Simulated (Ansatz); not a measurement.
Ideal-gas functions of `[OH][Ti]([SH])([Cl])[Cl]` at 600 K and 1 bar, from an Ansatz frequency run at PBE0-D4/def2-TZVP.

Molar mass 168.86 g/mol, point group C1 (symmetry number 1), electronic degeneracy 1, moments of inertia 326.952, 328.675, 452.909 u Å². Harmonic wavenumbers (cm⁻¹, unscaled): 106, 111, 127, 141, 148, 195, 245, 300, 399, 452, 493, 565, 840, 2680, 3938.

Use S(trans) = R[1.5 ln M + 2.5 ln T − 1.1517]; rotational temperatures θ = 24.2544 K / I; S(rot) = R[ln(√π/σ · √(T³/θAθBθC)) + 1.5]; for each mode x = 1.438777 ν̃/T, S = R[x/(eˣ − 1) − ln(1 − e⁻ˣ)] and H = RT x/(eˣ − 1); 1 cm⁻¹ = 0.0119627 kJ/mol; R = 8.31446 J/(mol·K).

**Question.** By hand: the entropy, in J/(mol·K).

**Answer.** Translation 187.4. Rotation: θ = 0.0742, 0.0738, 0.0536 K, giving 130.8. Vibration, mode by mode: 19.73, 19.34, 18.23, 17.37, 16.97, 14.71, 12.86, 11.23, 8.99, 8.04, 7.39, 6.40, 3.77, 0.10, 0.01, in all 165.1. Electronic 0.0. Sum 483.3 J/(mol·K).

**Question.** By hand: H − E and G − E in kJ/mol, counted from the electronic energy.

**Answer.** Zero-point energy ½ × 10740 × 0.0119627 = 64.2; thermal vibration 44.6; translation, rotation and pV give 4 RT = 20.0. H − E = 128.8 kJ/mol, and G − E = 128.8 − 600 × 483.3/1000 = -161.2 kJ/mol.

Vibration gives 34 % of the entropy, 91.6 J/(mol·K) of it from the modes under 150 cm⁻¹: soft modes count most, and the harmonic formula is weakest for them. The sum counts one conformer and one mirror image; others add a mixing term.
